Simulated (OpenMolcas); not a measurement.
## Rh3+: moving or changing the point charges

Rh3+ among 6 point charges of -1.7 e arranged as a trigonal prism (D3h), 1.88 Å from the ion, with a polar angle of 53.5° against the regular 49.1°.
```
   1.5116    0.0000    1.1178  -1.70
  -0.7558    1.3091    1.1178  -1.70
  -0.7558   -1.3091    1.1178  -1.70
   1.5116    0.0000   -1.1178  -1.70
  -0.7558    1.3091   -1.1178  -1.70
  -0.7558   -1.3091   -1.1178  -1.70
```

```
Program             : OpenMolcas 26.06
Method              : SS-CASPT2, IPEA 0.25 Eh, imaginary shift 0.1 Eh (closed shells correlated: 4s 4p)
Basis               : ANO-RCC-VDZP [6s5p3d1f]
Scalar Hamiltonian  : DKH2, point nucleus
Active space        : 6 electrons in 5 orbitals (4d)
State averaging     : 2S+1 = 5 even, 5 roots; 2S+1 = 3 even, 45 roots; 2S+1 = 1 even, 50 roots
Spin-orbit coupling : RASSI with atomic mean-field integrals over the reference wave functions
```

Runs around this geometry, states (labels of D3, the rotations of D3h). Energies in cm-1 above the lowest state or level, χT in cm3 K/mol.

```tsv
R (Å)	q (e)	Polar angle / regular	Ground state	First state of that spin	First gap with spin-orbit (degeneracies)	χT at 300 K	First state of another spin
1.88	-1.7	1	5E	5A1 4950	700 (2, 1)	4.989	3E 13600
1.88	-0.85	1.09	5A1	5E 720	170 (2, 1)	4.840	3A2 17100
1.88	-1.7	1.09	5A1	5E 580	500 (2, 1)	4.842	3A2 14110
1.96	-1.7	1.09	5A1	5E 540	500 (2, 1)	4.901	3A2 15120
```

Scaling the charges by -0.85 / -1.7 = 0.50 scales the first state of the same spin by 720 / 580 = 1.24; with fixed orbitals a first-order splitting would follow the charge.

The ground state changes within this set.

Roots that are degenerate in the reference are averaged as groups; the widest CASPT2 spread within a group is 150 cm-1 (the 2-fold group of multiplicity 5 near 536 cm-1 above the lowest state of its run, R = 1.96, q = -1.7, ratio = 1.09). Shifts and gaps below about the spread of the groups concerned are not significant. Point charges give a weaker field than real ligands, and real ions of this kind are as a rule low spin; the high spin found here belongs to the model. Free-ion shares, where given, are those of the reference states; single-state CASPT2 does not remix them. An orbital doublet at a regular site is open to a Jahn-Teller distortion, which this geometry leaves out (holds for R = 1.88, q = -1.7, ratio = 1). This shell can be high or low spin here, a state of another spin lies low, and with metal d orbitals alone active their balance is uncertain, so the ground spin may be wrong (holds for R = 1.88, q = -1.7, ratio = 1; R = 1.88, q = -1.7, ratio = 1.09). The ground term spreads over less than 5000 cm-1, several times less than with real ligands, so orbital moments are less quenched and χT lies further from the spin-only value than at real sites (holds for R = 1.88, q = -0.85, ratio = 1.09). Point charges carry no covalency, so the field is a model and not that of real ligands. No measured value stands beside these numbers.
